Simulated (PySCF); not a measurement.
**Question.** What does the PBE0-D3(BJ)/def2-SVP structure of `CN(C)[SiH2][GeH3]` look like in three dimensions?

**Answer.** 
```xyz
16
C2H11GeNSi angstrom
C     -1.8424   -1.0747   -0.6434
N     -0.5473   -0.4524   -0.5239
C     -0.3904    0.7258   -1.3376
Si     0.4670   -0.7725    0.8515
Ge     2.7420   -0.2900    0.3275
H     -2.6686   -0.4304   -0.2777
H     -2.0614   -1.3193   -1.6995
H     -1.8767   -2.0154   -0.0735
H     -1.0818    1.5455   -1.0531
H      0.6342    1.1225   -1.2665
H     -0.5789    0.4944   -2.4025
H      0.3213   -2.2239    1.1832
H      0.1155   -0.0096    2.1026
H      3.6603   -0.7897    1.4605
H      3.1646   -0.9871   -0.9805
H      2.9940    1.2223    0.1587
```

Any rigid rotation of these coordinates is as good. Atoms count from 1 in this order. Ge5 (germanium bonded to Si and 3 H) is tetrahedral (angles from 107.5° to 112.2°). N2 (silicon-bound nitrogen) is almost planar (angles 122.3°, 120.7° and 113.8°, sum 356.8°, 0.16 Å off the plane of its three neighbours). Si4 (SiH2 silicon) is distorted tetrahedral (angles from 106.5° to 115.3°). Of the pairs four or more bonds apart, H7···H11 is among the closest relative to their van der Waals radii: 2.45 Å, 102 % of the sum of Bondi's values.

Bonds between heavy atoms (Å): C1–N2 1.442, N2–C3 1.440, N2–Si4 1.739, Si4–Ge5 2.384.

Computed, not measured: PySCF, PBE0-D3(BJ)/def2-SVP geometry optimisation, gas phase.

Point group: C1 (no symmetry element, even within 0.4 Å). Whether it is a minimum is left open (no frequencies). One conformer, not necessarily the lowest (C1–N2–Si4–Ge5 158°).
